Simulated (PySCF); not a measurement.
OsO4, SMILES [O]=[Os](=[O])(=[O])=[O], multiplicity 1.

Coordinates come from a B3LYP-D3(BJ)/def2-SVP optimisation. The multiplicity is an assumed one; other spin states were not compared. The isomer is the one that the SMILES or the coordinates give; other isomers of the formula were not compared. The def2 effective core potentials stand for the cores of Os; spin–orbit coupling is left out.

Level of theory: M06-2X/def2-TZVP run with PySCF.

Symmetry labels are those of the subgroup D2 that the program uses (full group Td).

Problem. List the valence orbital energies around the gap with their symmetry. (Estimate from the structure and the level; the computed values follow.)

Solution. 
```tsv
orbital	symmetry	energy (eV)
HOMO−7	B3	-17.05
HOMO−6	A	-14.43
HOMO−5	B1	-12.85
HOMO−4	B2	-12.85
HOMO−3	B3	-12.85
HOMO−2	B1	-12.13
HOMO−1	B2	-12.13
HOMO	B3	-12.13
LUMO	A	-3.68
LUMO+1	A	-3.68
LUMO+2	B1	-1.17
LUMO+3	B2	-1.17
```
